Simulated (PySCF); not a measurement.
Ru(NH3)6 (H18N6Ru), SMILES [Ru+2](<-[NH3])(<-[NH3])(<-[NH3])(<-[NH3])(<-[NH3])<-[NH3], charge +2, multiplicity 1.

Geometry optimised at B3LYP-D3(BJ)/def2-SVP. The multiplicity is an assumed one; other spin states were not compared. The isomer is the one that the SMILES or the coordinates give; other isomers of the formula were not compared. The def2 effective core potentials stand for the cores of Ru; spin–orbit coupling is left out.

Computed with ωB97X/def2-SVP in PySCF.

Isolated molecule, no solvent.

### Question
Estimate the frontier levels, gap, dipole moment and polarisability. (Estimate from the structure and the level; the computed values follow.)

### Answer

The highest occupied level comes out as -15.44 eV, the lowest empty level is -5.22 eV and the orbital gap is 10.22 eV. The dipole moment about the centre of nuclear charge comes out as 0.00 D and the mean static polarisability comes out as 73.3 bohr³ (10.86 Å³). The polarisability, principal values is 73.2, 73.3, 73.3 bohr³.
